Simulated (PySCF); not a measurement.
SMILES O[Si](C)([CH2])C, doublet, PBE0/def2-SVP optimised geometry.

```
14

C     -0.79    -2.05    -1.50
Si    -0.16    -1.16     0.00
C     -0.84     0.59     0.00
C     -0.62    -2.06     1.57
O      1.52    -1.16     0.00
H     -0.42    -3.04    -1.80
H     -1.58    -1.66    -2.16
H     -0.55     1.14    -0.91
H     -0.46     1.16     0.87
H     -1.94     0.59     0.05
H     -0.19    -1.55     2.45
H     -0.23    -3.09     1.56
H     -1.71    -2.11     1.70
H      1.94    -0.81    -0.79
```

Density from PySCF 2.14.0 with unrestricted PBE0/def2-TZVP at that geometry.

Minimum of the electron density along straight lines between bonded atoms, close to the bond critical point (lines longer than 1.1 times the sum of covalent radii, or with two minima, are not listed):

```
bond    length / Å  ρ at the minimum / e bohr⁻³  ∇²ρ there / e bohr⁻⁵  position (fraction from the first atom)
------  ----------  ---------------------------  --------------------  ---------------------------------------
C1–Si2       1.859                        0.121                  0.24                                     0.61
Si2–C3       1.878                        0.122                  0.18                                     0.39
Si2–C4       1.870                        0.124                  0.18                                     0.39
Si2–O5       1.680                        0.129                  0.71                                     0.41
C1–H6        1.097                        0.272                 -0.92                                     0.65
C1–H7        1.097                        0.272                 -0.92                                     0.65
C3–H8        1.102                        0.265                 -0.86                                     0.64
C3–H9        1.101                        0.266                 -0.87                                     0.64
C3–H10       1.102                        0.264                 -0.86                                     0.64
C4–H11       1.102                        0.265                 -0.86                                     0.64
C4–H12       1.101                        0.266                 -0.87                                     0.64
C4–H13       1.101                        0.266                 -0.87                                     0.64
O5–H14       0.961                        0.357                 -2.41                                     0.81
```
